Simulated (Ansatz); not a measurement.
```yaml
crystal:
  periodic: [false, false, false]
  atoms:
    - {symbol: B, position_ang: [-0.717950, 0.557942, -0.707656]}
    - {symbol: C, position_ang: [0.604925, 0.704010, 0.191703]}
    - {symbol: In, position_ang: [0.234138, -1.360518, 0.636958]}
    - {symbol: O, position_ang: [-1.258000, -0.669771, -0.673592]}
    - {symbol: H, position_ang: [-1.197355, 1.454479, -1.359623]}
    - {symbol: H, position_ang: [0.551011, 1.378397, 1.049507]}
    - {symbol: H, position_ang: [1.542730, 0.901343, -0.332870]}
    - {symbol: H, position_ang: [0.240501, -2.965882, 1.195564]}
basis:
  gaussian: {orbitals: def2-mTZVPP}
magnetization: {spin_polarized: true, initial_magnetization: 4}
hamiltonian: {xc: {name: B2GP-PLYP}}
scf: {lower_state_search: light}
```

```sh
$ ansatz run in.yaml --threads 2 --pin off --events-out ev --progress --plain --max-ram 4352MiB
```

Shortened log:

```
Functional definition: B2GP-PLYP
1193 factors; integrals over basis functions are off by at most 1.0e-3 eV
mean field evaluation 1: about -8966.5805 eV, gradient 3.1e1 eV
mean field evaluation 2: about -8966.6354 eV, gradient 3.1e1 eV
mean field evaluation 4: about -8971.8015 eV, gradient 4.0e0 eV
mean field evaluation 8: about -8972.4611 eV, gradient 1.2e0 eV
mean field evaluation 16: about -8972.6594 eV, gradient 4.3e-1 eV
mean field evaluation 32: about -8972.6642 eV, gradient 9.7e-5 eV
mean field -8972.66421363 eV, -329.7393279606 hartree, gradient 7.3e-6 eV, S^2 6.036462; 8 other end points of the search recorded, 0 dependent functions left out
7 core orbitals not correlated: weight in the atoms' cores, before any rotation towards them, 1.000 or more for the frozen orbitals, at most 0.000 for the correlated occupied ones
reference -8972.66434409 eV, -329.7393327551 hartree; 17, 13 occupied and 94, 98 virtual orbitals, 1193 factors
second order -16.17758889 eV of doubles, -0.00000000 eV of singles
Total energy: -8978.48827610 eV, -329.9533583086 hartree
```

Q: What is wrong with this run?

A: The spin is set far too high for this molecule. Self-consistency was reached. The result belongs to that input, not to the molecule as meant.
